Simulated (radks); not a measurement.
Spin polarisation of the 4p2 shell in Se2+. Start: [Ar] 3d10 4s2 4p(up 1, down 1); electrons of 4p are moved from spin down to spin up, other shells keep equal spins. Calculated with a radial shooting solver on a logarithmic mesh with Libxc functionals: scalar-relativistic Kohn-Sham, PBE, spin-polarised, spherical densities, point nucleus.

\begin{tabular}{lrrrrrr}
moment (Bohr magnetons) & E - E(0) (eV) & e(4p up) (eV) & e(4p down) (eV) & 4s down minus up (eV) & 3d down minus up (eV) & 3p down minus up (eV) \\ \hline
0 & 0.000 & -25.464 & -25.464 & 0.000 & 0.000 & 0.000 \\
0.5 & -0.069 & -25.727 & -25.174 & 0.544 & 0.069 & 0.049 \\
1 & -0.277 & -25.964 & -24.854 & 1.093 & 0.138 & 0.097 \\
1.5 & -0.625 & -26.178 & -24.504 & 1.648 & 0.208 & 0.146 \\
2 & -1.114 & -26.368 & -24.122 & 2.209 & 0.280 & 0.196 \\
\end{tabular}

At moment 2 the spin-polarisation energy is -1.114 eV and the 4p exchange splitting 2.246 eV, that is 1.123 eV per Bohr magneton; E = -I m^2/4 would give I = 1.114 eV.
